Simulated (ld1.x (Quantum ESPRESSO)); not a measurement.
## Before and after: TM potential for barium (Ba)

```json
{
 "Element": "barium (Ba)",
 "Generator": "ld1.x (Quantum ESPRESSO) 7.5",
 "Type": "norm-conserving Troullier–Martins (Kleinman–Bylander form)",
 "Functional": "PBEsol",
 "Relativity": "scalar-relativistic",
 "Frozen core": "[Xe]",
 "Valence charge": "2",
 "Reference configuration": "5d0 6s2 6p0",
 "Partial waves": "6p (bound, empty): rc 4.20 bohr; 5d (bound, empty): rc 3.00 bohr; 6s (bound): rc 3.05 bohr",
 "Local potential": "the s channel",
 "Core correction": "Bessel-smoothed model core inside 2.05 bohr"
}
```

All-electron outer shells of the reference configuration (PBEsol, scalar-relativistic, ld1.x):

```csv
shell,level (eV),outermost node (bohr),outermost maximum (bohr)
5s,-33.70,0.80,1.47
5p,-18.74,0.86,1.67
6s,-3.25,1.97,4.16
5d,-2.03,1.00,2.49
6p,-1.23,2.36,5.40
```

Change: all radii but the core radius scaled by about 1.26 (s 3.86, p 5.30, d 3.80 bohr).

Cutoffs: the cutoffs (Ry, on a coarse ladder) from which the occupation-weighted sum of valence levels, in a spherical-Bessel basis at the reference potential, stays within 10 and 1 mRy of its value at 400 Ry; they do not see the model core or the augmentation charge, which bear on the density cutoff. Errors are all-electron minus pseudo energies relative to the spin-unpolarised reference configuration.

Problem. What does the change do?

Solution. The potential gets softer (8 Ry and 15 Ry → 6 Ry and 6 Ry); of the 7 tests that both files solve, the error grows in 5 and shrinks in 0 by more than 15 % and 0.3 meV (median size 33.0 → 46.6 meV); neither file shows a bound ghost. A larger radius leaves more room for a smooth pseudo-wave, so fewer plane waves are needed. More of the atom is replaced by a form fitted at one configuration, so other configurations suffer.

| quantity | base | changed |
| --- | --- | --- |
| cutoff, loose | 8 Ry | 6 Ry |
| cutoff, tight | 15 Ry | 6 Ry |
| bound ghosts | none | none |
| error for 5d0 6s1 6p0, meV [ΔE 5.38 eV] | -1.3 | -7.2 |
| error for 5d0 6s1.5 6p0, meV [ΔE 2.15 eV] | +0.4 | -1.0 |
| error for 5d0 6s1 6p1, meV [ΔE 2.05 eV] | -8.3 | -11 |
| error for 5d0 6s0 6p2, meV [ΔE 4.17 eV] | -45 | -48 |
| error for 5d1 6s0 6p0, meV [ΔE 6.03 eV] | -42 | -69 |
| error for 5d1 6s1 6p0, meV [ΔE 1.34 eV] | -33 | -49 |
| error for 5d0 6s0 6p1, meV [ΔE 7.98 eV] | -48 | -47 |
